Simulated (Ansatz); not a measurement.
Species: CH2BF3, charge 0, singlet. CH2BF3 (SMILES BC(F)(F)F).
B3LYP-D3(BJ)/def2-TZVP minimum from Ansatz (a program for electronic structure):
```xyz
7

B      1.1307     0.4159     1.0954
C      0.0475    -0.0176     0.0058
F     -1.0600     0.7402     0.2656
F     -0.3330    -1.3113     0.0656
F      0.4014     0.2215    -1.2746
H      1.1397    -0.1510     2.1342
H      1.8466     1.3243     0.8443
```
Charge 0, spin multiplicity 1.

Total energies in cc-pVDZ, 30 correlated electrons, 5 frozen orbitals. Open shells are spin-unrestricted; no spin-orbit coupling. Correlated methods leave the cores frozen. No relativity.

| method | program | energy (Eh) | minus CCSDT(Q) (mEh) |
|---|---|---|---|
| HF | Ansatz | -362.02862 | 810.17 |
| MP2 | Ansatz | -362.79260 | 46.19 |
| CCSD | Ansatz | -362.81999 | 18.81 |
| CCSD(T) | Ansatz | -362.83632 | 2.48 |
| CCSDT(Q) | Ansatz | -362.83879 | 0.00 |

Rough core times of Ansatz's runs on a shared machine: CCSD(T) under 20 s, CCSDT(Q) 20 min.
